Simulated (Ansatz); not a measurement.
```yaml
crystal:
  periodic: [false, false, false]
  atoms:
    - {symbol: Al, position_ang: [-1.321264, -0.177564, -2.159609]}
    - {symbol: Al, position_ang: [-0.162484, -2.153315, -0.833501]}
    - {symbol: Al, position_ang: [0.866975, 0.381288, -0.490454]}
    - {symbol: Al, position_ang: [-1.918645, -0.343065, 0.362544]}
    - {symbol: Al, position_ang: [2.110471, -1.865496, 0.436976]}
    - {symbol: Al, position_ang: [-1.156784, 2.199772, -0.457985]}
    - {symbol: Al, position_ang: [-0.126640, -1.447220, 1.908535]}
    - {symbol: Al, position_ang: [-0.303065, 1.361644, 1.889623]}
    - {symbol: Si, position_ang: [0.077483, 1.827069, -2.538191]}
    - {symbol: Si, position_ang: [1.933972, 0.216896, 1.882063]}
basis:
  gaussian: {orbitals: def2-TZVPD, initial_orbitals: start.molden}
total_charge: -1
magnetization: {spin_polarized: true, initial_magnetization: 3}
hamiltonian: {xc: pbe0, dispersion: d4}
scf: {omitted_lower_state_checks: [starts]}
output: {orbitals: {seedname: orbitals}}
```

The file start.molden holds the orbitals of an earlier run on this structure, at another level or in another basis.

```sh
$ ansatz run in.yaml --threads 4 --pin off --events-out ev --progress --plain --max-ram 6963MiB
```

(1) Does this run fit into the memory that it is given?

Answers

(1) No. It has 430 basis functions, and Ansatz plans for 7.14 GiB where 6.79 GiB are given.
